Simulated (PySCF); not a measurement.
Electron correlation in Sr (strontium, neutral)

[Kr] 4d2, high-spin 3F determinant (an excited configuration). All numbers are calculated (PySCF 2.14, the spin-free X2C one-electron Hamiltonian (Gaussian nucleus), in x2c-TZVPPall). Frozen: [Ar] 3d10; 10 electrons correlated.

MP2 pair energies summed by pair of shells (mhartree):

```csv
pair,energy,share (%)
4p-4p,-120.22,59.0
4p-4d,-36.28,17.8
4s-4p,-32.38,15.9
4s-4s,-6.46,3.2
4d-4d,-4.56,2.2
4s-4d,-3.81,1.9
```

Total MP2 correlation energy: -203.72 mhartree.

Same-spin part -60.03 and opposite-spin part -143.68 mhartree; SCS-MP2 scales them by 1/3 and 6/5 to -192.43 mhartree.

This basis was not built for core-valence correlation, so the inner-shell part is incomplete.
